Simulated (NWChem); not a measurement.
System: BiHOF2; SMILES [F][Bi]([OH])[F]

The following NWChem deck was run.

```
start job
memory heap 200 mb stack 900 mb global 1100 mb
geometry units angstroms noautosym nocenter noautoz
  Bi    -0.037106     0.227987     0.000000
  F      1.147799    -0.524698    -1.497318
  F      1.147799    -0.524698     1.497318
  O     -1.473296    -1.292633     0.000000
  H     -1.034169    -2.168661     0.000000
end
basis spherical
  Bi library def2-svpd
  F library def2-svpd
  O library def2-svpd
  H library def2-svpd
end
ecp
  Bi library def2-ecp
end
dft
  xc hfexch
  iterations 150
end
property
  response 1 0.0
end
task dft property
```

All runs use the structure optimised with PBE-D3(BJ)/def2-SVP. def2 effective core potentials on Bi; no spin-orbit coupling.

Static field.

Question: Give the results of this calculation. (Hartree-Fock/def2-SVPD with def2 effective core potentials on Bi.) Quantities: isotropic polarisability (bohr³); anisotropy (bohr³).

Answer: 
```json
{
 "isotropic polarisability (bohr³)": "41.3",
 "anisotropy (bohr³)": "7.4"
}
```
